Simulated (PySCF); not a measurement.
PySCF 2.14 output of a UHF calculation on a single atom or ion in cc-pVDZ-PP with ECP28MDF (4s4p3d1f, 38 functions), with a scalar-relativistic core potential:

```
SCF conv_tol = 1e-09
number electrons alpha = 7  beta = 5
cycle= 1 E= -46.3019572553557  delta_E= -0.0036  |g|= 0.0153  |ddm|= 0.0509
cycle= 2 E= -46.3020738202184  delta_E= -0.000117  |g|= 0.00289  |ddm|= 0.0102
cycle= 3 E= -46.3020790026104  delta_E= -5.18e-06  |g|= 0.000276  |ddm|= 0.00757
cycle= 4 E= -46.3020791919333  delta_E= -1.89e-07  |g|= 6.64e-05  |ddm|= 0.00242
cycle= 5 E= -46.3020792015418  delta_E= -9.61e-09  |g|= 8.64e-06  |ddm|= 0.000879
cycle= 6 E= -46.3020792016411  delta_E= -9.93e-11  |g|= 4.75e-07  |ddm|= 9.13e-05
converged SCF energy = -46.3020792016411  <S^2> = 2.0089139  2S+1 = 3.0059367
```

The run itself started from symmetry-adapted Hartree-Fock orbitals and held the occupation by maximum overlap, so the iterations belong to that start.

Which element, charge and spin multiplicity is this?

Zr (zirconium, neutral), multiplicity 3; the state was [Kr] 4d2 5s2, high-spin 3F determinant.

Energies and moments cover only the electrons outside the core potential.
